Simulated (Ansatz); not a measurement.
Species: AlF₂, charge 1, singlet. AlF2+ (SMILES [F][Al+][F]).
B3LYP-D3(BJ)/def2-TZVP minimum from Ansatz (a first-principles code):
```
Al
F 1 1.5918
F 1 1.5918 2 180.00
```
Charge +1, spin multiplicity 1.

Total energies in cc-pV(D+d)Z, 16 correlated electrons, 7 frozen orbitals. Radicals and triplets start from unrestricted determinants; spin-orbit coupling is neglected. Cores are frozen in correlated methods. No relativity. The spin of AlF2+ ([F][Al+][F], singlet) was assumed, and the state is the lowest solution found for it.

```json
[
 {"method": "HF", "program": "Ansatz", "energy (Eh)": "-440.60487", "minus CCSDTQ (mEh)": "434.81"},
 {"method": "MP2", "program": "Ansatz", "energy (Eh)": "-441.03125", "minus CCSDTQ (mEh)": "8.43"},
 {"method": "CCSD", "program": "Ansatz", "energy (Eh)": "-441.03089", "minus CCSDTQ (mEh)": "8.79"},
 {"method": "CCSD(T)", "program": "Ansatz", "energy (Eh)": "-441.03832", "minus CCSDTQ (mEh)": "1.36"},
 {"method": "CCSDT(Q)", "program": "Ansatz", "energy (Eh)": "-441.03981", "minus CCSDTQ (mEh)": "-0.12"},
 {"method": "CCSDTQ", "program": "Ansatz", "energy (Eh)": "-441.03968", "minus CCSDTQ (mEh)": "0.00"}
]
```

Rough core times of Ansatz's runs on a shared machine: CCSD(T) under 20 s, CCSDT(Q) 70 s, CCSDTQ 70 min.
